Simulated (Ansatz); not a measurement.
C$_{2}$H$_{5}$AlO (`O/C=[CH]\[AlH2]`), charge 0, multiplicity 1.

Give a relaxed structure at PBE0-D4/def2-TZVP (the Gaussian-basis code of Ansatz). (An estimate is asked.)

Ansatz gave: 
Z-matrix (Å, degrees):
```
C
C 1 1.345
O 1 1.341 2 127.2
H 1 1.088 2 123.3 3 -180.0
Al 2 1.913 1 123.5 3 -0.0
H 2 1.087 1 113.9 3 180.0
H 3 0.969 1 109.4 2 0.0
H 5 1.601 2 115.1 1 0.0
H 5 1.582 2 124.2 1 -180.0
```
Point group Cs.
This is one stationary point; other conformers may exist.
